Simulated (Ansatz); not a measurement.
```xyz
11

C     0.7580   -0.0185   -1.1300
N     0.4392    0.2990    0.2757
B    -0.9933   -0.1903    0.8360
Cl   -2.2648    0.6342   -0.1846
Cl   -0.9990    0.3886    2.5769
Cl   -1.0147   -2.0121    0.6995
H     1.7468    0.3614   -1.3847
H     0.0012    0.4384   -1.7633
H     0.7233   -1.0985   -1.2524
H     1.1350   -0.1081    0.8986
H     0.4684    1.3059    0.4282
```

Charge 0, multiplicity 1.

List the PBE0/def2-TZVPP orbital energies in eV (Ansatz 0.2.0). (Estimate.)

Ansatz gave: Occupied: -2766.75, -2766.75, -2766.73, -394.51, -280.13, -258.62, -258.62, -258.59, -196.90, -196.90, -196.88, -196.76, -196.76, -196.75, -196.75, -196.74, -196.73, -187.47, -28.04, -23.45, -22.28, -22.27, -20.66, -16.72, -15.90, -14.57, -13.11, -12.33, -11.68, -11.20, -11.18, -9.03, -9.03, -8.94, -8.43, -8.42, -7.97. Lowest empty: -0.01, 1.30, 1.39, 1.97, 2.18, 2.58, 2.76, 3.10.
